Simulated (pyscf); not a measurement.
Optimised with ωB97X-D3(BJ)/def2-SVP in PySCF. MP2 and CC: frozen core, UHF for open shells. ΔMP2 is the change of the MP2 total energy from the triple- to the quadruple-zeta basis.

**Question.** What is the homolytic dissociation enthalpy (298 K, CCSD(T)/def2-TZVPP + ΔMP2(QZVPP)) of the Se–Se bond of H₃Si–Se–SeH (SMILES [SiH3][Se][SeH]), to H₃Si–Se• + SeH•?

**Answer.** Se–Se to H₃Si–Se• + SeH•: 55.5 kcal/mol. H₃Si–Se–SeH lies 14.7 kcal/mol over its isomer HSe–SiH₂–SeH, and others may lie lower still (electronic energy, ωB97M-D3(BJ)). Other isomers of H₃Si–Se• were not searched in full and may lie lower. The CCSD(T) − MP2 part came from Ansatz, without density fitting, on the same reference. The frozen core leaves the outer d or s,p core shells of the metals and heavy elements correlated in the MP2 and CC values, and def2-TZVPP describes them poorly, which can shift differences by a few kcal/mol. Left out: the spin-orbit lowering of SeH, which is large for Br, Se, Te and I. Elements up to Kr have no core potential and no relativistic terms here.
